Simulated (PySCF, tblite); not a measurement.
Isomers of C4H7NOSi, one GFN2-xTB conformer each. Single-point energies are computed at PBE0/pcSseg-1 (PySCF, gas phase, no added dispersion term), electronic only.

```csv
SMILES,GFN2-xTB relative energy (kJ/mol)
CO[SiH2]/C=C\C#N,68.7
C[SiH2]c1cnoc1,137.7
C#C/C=N/[SiH2]OC,82.8
C=C([SiH3])OCC#N,208.8
C/C=C(\C#N)O[SiH3],0.0
Cc1cnoc1[SiH3],93.8
```

Conformers: `[CH3:1][O:2][SiH2:3]/[CH:4]=[CH:5]\[C:6]#[N:7]` with C1–O2–Si3–C4 180°, O2–Si3–C4–C5 180°; `[CH3:1][SiH2:2][c:3]1[cH:4][n:5][o:6][cH:7]1` with C1–Si2–C3–C4 48°; `[CH:1]#[C:2]/[CH:3]=[N:4]/[SiH2:5][O:6][CH3:7]` with C3–N4–Si5–O6 -127°, N4–Si5–O6–C7 -51°; `[CH2:1]=[C:2]([SiH3:3])[O:4][CH2:5][C:6]#[N:7]` with C1–C2–O4–C5 0°, C2–O4–C5–C6 180°; `[CH3:1]/[CH:2]=[C:3](\[C:4]#[N:5])[O:6][SiH3:7]` with C2–C3–O6–Si7 -3°.

Question: What does PBE0/pcSseg-1 give for the same structures?

Answer: 
```
            SMILES  PBE0/pcSseg-1 E (Eh)  PBE0/pcSseg-1 (kJ/mol)  GFN2-xTB (kJ/mol)  point group
  CO[SiH2]/C=C\C#N            -575.58609                     0.0               68.7           Cs
C/C=C(\C#N)O[SiH3]            -575.58405                     5.3                0.0      near Cs
    C[SiH2]c1cnoc1            -575.56587                    53.1              137.7           C1
    Cc1cnoc1[SiH3]            -575.55327                    86.2               93.8            –
  C#C/C=N/[SiH2]OC            -575.54504                   107.8               82.8           C1
  C=C([SiH3])OCC#N            -575.53569                   132.3              208.8           Cs
```

GFN2-xTB puts C/C=C(\C#N)O[SiH3] lowest instead; measured from each level's own lowest isomer, the values differ by up to 84.6 kJ/mol (C[SiH2]c1cnoc1: 137.7 against 53.1). As drawn, the lowest has an Si–O bond, which the highest lacks. Neighbours under 10 kJ/mol apart (CO[SiH2]/C=C\C#N and C/C=C(\C#N)O[SiH3]) can change places with a better method, another conformer or zero-point energy.

Question: Which frontier levels, dipoles and rotational constants go with these structures?

Answer: 
| SMILES | HOMO (eV, PBE0/pcSseg-1) | LUMO (eV) | dipole (D) | A, B, C (MHz) |
| --- | --- | --- | --- | --- |
| CO[SiH2]/C=C\C#N | -8.29 | -1.86 | 3.76 | 7024, 978.3, 871.9 |
| C/C=C(\C#N)O[SiH3] | -7.35 | -1.11 | 4.57 | 3412, 1393, 1007 |
| C[SiH2]c1cnoc1 | -7.80 | -0.54 | 2.97 | 5635, 1297, 1135 |
| Cc1cnoc1[SiH3] | -7.42 | -0.71 | 3.31 | 3342, 1942, 1256 |
| C#C/C=N/[SiH2]OC | -7.40 | -1.87 | 1.64 | 5150, 976.8, 848.8 |
| C=C([SiH3])OCC#N | -7.50 | -0.17 | 3.90 | 4900, 1033, 866.2 |

Question: What happens when harmonic zero-point energies from GFN2-xTB frequencies are added?

Answer: 
```csv
SMILES,ZPE (kJ/mol),electronic (kJ/mol),with ZPE (kJ/mol)
CO[SiH2]/C=C\C#N,256.9,0.0,0.0
C/C=C(\C#N)O[SiH3],252.4,5.3,0.9
C[SiH2]c1cnoc1,261.9,53.1,58.1
Cc1cnoc1[SiH3],256.8,86.2,86.0
C#C/C=N/[SiH2]OC,252.6,107.8,103.5
C=C([SiH3])OCC#N,248.5,132.3,124.0
```

The zero-point energies span 13.4 kJ/mol. The order is unchanged.

Question: As an exercise, what shares would exp(−E/RT) give at 1000 K from these electronic energies alone (no entropy, no degeneracies)?

Answer: RT = 8.314 kJ/mol: CO[SiH2]/C=C\C#N 65.5 %, C/C=C(\C#N)O[SiH3] 34.4 %, C[SiH2]c1cnoc1 0.1 %, Cc1cnoc1[SiH3] under 0.1 %, C#C/C=N/[SiH2]OC under 0.1 %, C=C([SiH3])OCC#N under 0.1 %.
